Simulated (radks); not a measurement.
Question: Isoelectronic series with 2 electrons, all held in the configuration [He], which need not be the ground one along the series. All-electron calculation, Dirac Kohn-Sham, BLYP, spin-unpolarised, spherical densities, finite nucleus; Fermi nuclear charge, rms radius of each element as measured or else 0.836 A^(1/3) + 0.57 fm. Program: a radial shooting solver on a logarithmic mesh with Libxc functionals. Total energies (hartree) and orbital eigenvalues (eV):

ion    E (hartree)      1s1/2
Cr22+   -565.36755  -7340.409
Se32+  -1152.62554  -15175.36
Ru42+  -1960.00158  -25998.45
In47+  -2450.81729  -32592.05
Xe52+  -3002.90847  -40016.55
Pr57+   -3619.2568  -48312.00
Gd62+   -4303.3609  -57525.46
Tm67+   -5059.5162  -67714.64
W72+    -5892.7094  -78946.58

Estimate the row of Cu27+.

Answer: E (hartree) -832.23554; 1s1/2 -10894.47.
